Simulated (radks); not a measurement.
All-electron atom: the gallium ion Ga5+ in [Ar] 3d7 4s1 (not the ground configuration).

Calculated with a radial shooting solver on a logarithmic mesh with Libxc functionals: Dirac Kohn-Sham, PBE, spin-unpolarised, spherical densities, finite nucleus; open shells are shared between the two j in proportion to 2j + 1; Fermi nuclear charge, rms radius 3.9973 fm.

Energy parts (hartree):
| part | energy |
|---|---|
| total | -1934.87199 |
| kinetic | 1973.74927 |
| electron-nucleus | -4576.12684 |
| Hartree | 739.80285 |
| exchange-correlation | -72.29726 |

Orbitals (lengths in bohr, moments of r in powers of bohr; <r^-3> diverges for s and p1/2):
| orbital | occ. | eigenvalue (hartree) | <r^-3> | <r> | <r^2> |
|---|---|---|---|---|---|
| 1s1/2 | 2 | -379.5634 | - | 0.04860 | 0.003179 |
| 2s1/2 | 2 | -50.18307 | - | 0.2175 | 0.05588 |
| 2p1/2 | 2 | -44.85460 | - | 0.1883 | 0.04355 |
| 2p3/2 | 4 | -43.83895 | 860.2 | 0.1918 | 0.04505 |
| 3s1/2 | 2 | -8.96675 | - | 0.6352 | 0.4637 |
| 3p1/2 | 2 | -7.22526 | - | 0.6460 | 0.4880 |
| 3p3/2 | 4 | -7.08138 | 122.9 | 0.6551 | 0.5017 |
| 3d3/2 | 2.8 | -4.13627 | 14.78 | 0.6820 | 0.5710 |
| 3d5/2 | 4.2 | -4.11485 | 14.42 | 0.6853 | 0.5762 |
| 4s1/2 | 1 | -2.58064 | - | 1.650 | 3.062 |

The highest occupied level is 4s1/2 at -70.223 eV. The electron density at the nucleus is 2.828e+04 e/bohr^3.
